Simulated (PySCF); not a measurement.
Ligands exchanged one at a time, Ge NH2-OCH3. Isolated molecules, 0 K electronic values unless said otherwise. One relaxed conformer stands for each flexible species; it need not be the lowest. Strings in code marks are SMILES.

The T1 excitation (TDA) from two functionals at the same geometries (r2SCAN-D4/def2-SVP), both in PySCF: PBE-D3(BJ)/def2-TZVP and r2SCAN-D4/def2-TZVP. Excitations are Tamm–Dancoff values on a coarser integration grid. The basis has no diffuse functions, so Rydberg states are missing or too high.

| species | PBE-D3(BJ)/def2-TZVP (eV) | r2SCAN-D4/def2-TZVP (eV) |
|---|---|---|
| 0 of 4 NH2 replaced by OCH3 | 5.18 | 5.98 |
| 1 of 4 NH2 replaced by OCH3 (`C[O][Ge]([NH2])([NH2])[NH2]`) | 5.20 | 5.95 |
| 3 of 4 NH2 replaced by OCH3 (`C[O][Ge]([O]C)([NH2])[O]C`) | 5.36 | 6.01 |
| 4 of 4 NH2 replaced by OCH3 (`C[O][Ge]([O]C)([O]C)[O]C`) | 5.44 | 6.03 |

Over these rows, drawn at random from the members with no instability flagged (it was tested for open shells, ions and some series alone), PBE minus r2SCAN-D4: mean -0.70 eV, from -0.80 eV to -0.59 eV.
